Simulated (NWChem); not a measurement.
Species: ZnH2; SMILES [ZnH2]

```xyz
3

Zn     0.0000     0.0000     0.0000
H      0.0000     0.0000    -1.5411
H      0.0000     0.0000     1.5411
```
Atoms are numbered in this order, from 1.

Computed with NWChem. Coordinates come from a B3LYP/6-31G* (spherical d) optimisation. GIAO values for the isolated, static molecule; σ is the absolute isotropic shielding, δ = σ(reference) − σ with the isolated reference molecule computed at the same levels (1H: tetramethylsilane).

### Question
Predict the results for KT2/pcSseg-1. Quantities: σ Zn1 (ppm); δ H2 (ppm).

### Answer
| Item | Value |
|---|---|
| σ Zn1 (ppm) | 1646.7 |
| δ H2 (ppm) | 4.45 |
